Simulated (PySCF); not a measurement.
Species: `CC1=CC=C[P@H]1=S`. The columns A, B, C and D hold Mulliken, IAO, Hirshfeld and ESP-fitted charges (e) of one PBE0/pcSseg-1 density (PySCF), in a shuffled order. Coordinates in Å (GFN2-xTB); the density's dipole moment is (-0.68, -2.62, -3.53) D.

| atom | x | y | z | A | B | C | D |
| --- | --- | --- | --- | --- | --- | --- | --- |
| C1 | 2.026 | -0.079 | -0.430 | -0.519 | -0.124 | -0.427 | -0.115 |
| C2 | 0.563 | -0.153 | -0.189 | +0.099 | -0.562 | -0.202 | -0.029 |
| C3 | -0.264 | -1.203 | -0.318 | -0.106 | +0.004 | -0.160 | -0.047 |
| C4 | -1.652 | -0.947 | 0.021 | -0.148 | -0.034 | -0.122 | -0.030 |
| C5 | -1.930 | 0.305 | 0.415 | -0.279 | -0.350 | -0.410 | -0.103 |
| P6 | -0.396 | 1.261 | 0.457 | +0.177 | +0.597 | +0.949 | +0.303 |
| S7 | 0.183 | 2.077 | 2.110 | -0.334 | -0.362 | -0.569 | -0.313 |
| H8 | 2.502 | 0.466 | 0.387 | +0.167 | +0.144 | +0.168 | +0.046 |
| H9 | 2.233 | 0.464 | -1.353 | +0.165 | +0.137 | +0.160 | +0.051 |
| H10 | 2.462 | -1.073 | -0.506 | +0.165 | +0.125 | +0.156 | +0.053 |
| H11 | 0.053 | -2.181 | -0.642 | +0.141 | +0.091 | +0.158 | +0.058 |
| H12 | -2.387 | -1.734 | -0.049 | +0.171 | +0.108 | +0.164 | +0.062 |
| H13 | -2.890 | 0.680 | 0.725 | +0.200 | +0.131 | +0.177 | +0.059 |
| H14 | -0.503 | 2.116 | -0.650 | +0.101 | +0.094 | -0.042 | +0.005 |

**Question.** Which column most likely holds the ESP-fitted charges?

**Answer.** A. Σ q r misses the density's dipole by 0.17 D (A), 1.05 D (D), 1.08 D (C), 2.63 D (B). Charges fitted to the outside potential are the only set here that is tied to the molecule's multipoles.

**Question.** And the Hirshfeld charges?

**Answer.** D. The mean sizes are 0.091 e (D), 0.198 e (A), 0.204 e (B), 0.276 e (C), and Hirshfeld charges are commonly the smallest of these schemes.

As computed, A = ESP-fitted, B = Mulliken, C = IAO, D = Hirshfeld. Hydrogens on carbon: ESP-fitted +0.14 to +0.20, Mulliken +0.09 to +0.14, IAO +0.16 to +0.18, Hirshfeld +0.05 to +0.06 e.

The Mulliken scheme counts on each atom the diagonal of the density matrix times the overlap matrix over that atom's basis functions. The IAO scheme counts the electrons in orthogonalised intrinsic atomic orbitals, a minimal basis polarised so that it spans the occupied orbitals exactly.

Geometry: GFN2-xTB; no solvent, vibrations or thermal averaging.

The run behind these numbers computed NMR shieldings as well. Hardware: one thread, Arm Neoverse V1 (aarch64), shared host. Cost: 26 s wall, 0.78 GiB resident at most.
